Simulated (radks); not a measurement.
Removal energies from the zinc ion Zn7+, [Ar] 3d(3/2: 4, 5/2: 1), by Delta-SCF beside the eigenvalue of the level emptied. Method: Dirac Kohn-Sham, BLYP, spin-unpolarised, spherical densities, finite nucleus; Fermi nuclear charge, rms radius of each element as measured or else 0.836 A^(1/3) + 0.57 fm; computed with a radial shooting solver on a logarithmic mesh with Libxc functionals. Sub-shells are occupied by j as written (lower j first in brackets).

removed from	final configuration	Delta-SCF (eV)	-eigenvalue (eV)
3d5/2	[Ar] 3d(3/2: 4, 5/2: 0)	169.91	154.50
3d3/2	[Ar] 3d(3/2: 3, 5/2: 1)	170.49	155.04
3p3/2	[Ne] 3s2 3p(1/2: 2, 3/2: 3) 3d(3/2: 4, 5/2: 1)	245.26	229.84
3p1/2	[Ne] 3s2 3p(1/2: 1, 3/2: 4) 3d(3/2: 4, 5/2: 1)	248.93	233.37
